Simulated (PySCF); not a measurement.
# SMILES C[Se]C(F)=C=C=C=CF, C6H4F2Se

Molfile (atoms numbered from 1):
```
C6H4F2Se
     RDKit          3D

 13 12  0  0  0  0  0  0  0  0999 V2000
   -2.3413    0.4685    0.4839 C   0  0  0  0  0  0  0  0  0  0  0  0
   -2.6951    0.3507   -1.4148 Se  0  0  0  0  0  2  0  0  0  0  0  0
   -0.9243   -0.0168   -1.9606 C   0  0  0  0  0  0  0  0  0  0  0  0
   -0.8566   -0.1495   -3.2820 F   0  0  0  0  0  0  0  0  0  0  0  0
    0.1335   -0.1354   -1.1803 C   0  0  0  0  0  0  0  0  0  0  0  0
    1.1097   -0.2334   -0.3597 C   0  0  0  0  0  0  0  0  0  0  0  0
    2.0946   -0.3322    0.4563 C   0  0  0  0  0  0  0  0  0  0  0  0
    3.0960   -0.4926    1.2944 C   0  0  0  0  0  0  0  0  0  0  0  0
    3.8803    0.5040    1.6918 F   0  0  0  0  0  0  0  0  0  0  0  0
   -1.9752   -0.4950    0.8609 H   0  0  0  0  0  0  0  0  0  0  0  0
   -3.2980    0.7192    0.9613 H   0  0  0  0  0  0  0  0  0  0  0  0
   -1.6068    1.2598    0.6815 H   0  0  0  0  0  0  0  0  0  0  0  0
    3.3816   -1.4512    1.7439 H   0  0  0  0  0  0  0  0  0  0  0  0
  1  2  1  0
  2  3  1  0
  3  4  1  0
  3  5  2  0
  5  6  2  0
  6  7  2  0
  7  8  2  0
  8  9  1  0
  1 10  1  0
  1 11  1  0
  1 12  1  0
  8 13  1  0
M  END
```

Theory: PySCF 2.14.0, TDDFT CAM-B3LYP/aug-cc-pVDZ excited states, vertical, gas phase. Geometry: PBE0-D3(BJ)/def2-SVP.

The calculation is non-relativistic, which matters for the atoms heavier than Zn.

(1) Give the one- and two-photon strengths of the lowest singlets.

Results:

(1) δ for parallel linear polarisation; σ at the peak of a Lorentzian of half width 0.1 eV, single beam; Ω is circular over linear.
| state | E (eV) | f | photon λ (nm) | δ (au) | σ (GM) | Ω | main |
| --- | --- | --- | --- | --- | --- | --- | --- |
| S1 | 3.08 | 0.000 | 806 | 0.56 | 0.00 | 1.26 | HOMO→LUMO 0.92 |
| S2 | 3.86 | 0.000 | 642 | 0.24 | 0.00 | 1.49 | HOMO−1→LUMO+1 0.97 |
| S3 | 4.19 | 0.114 | 592 | 506 | 3.25 | 0.61 | HOMO→LUMO+1 0.74, HOMO−1→LUMO 0.24 |
| S4 | 4.75 | 0.000 | 522 | 6.64 | 0.06 | 1.50 | HOMO−2→LUMO 0.31, HOMO→LUMO+2 0.28 |
| S5 | 5.21 | 1.081 | 476 | 379 | 3.77 | 0.88 | HOMO−1→LUMO 0.57, HOMO→LUMO+1 0.19 |
| S6 | 5.43 | 0.005 | 457 | 48 | 0.52 | 1.29 | HOMO→LUMO+2 0.50, HOMO−2→LUMO 0.36 |

Among these, the strongest one-photon state is S5, the strongest two-photon state S5, with a dipole change of 1.7 D (relaxed, norm of the difference vector).
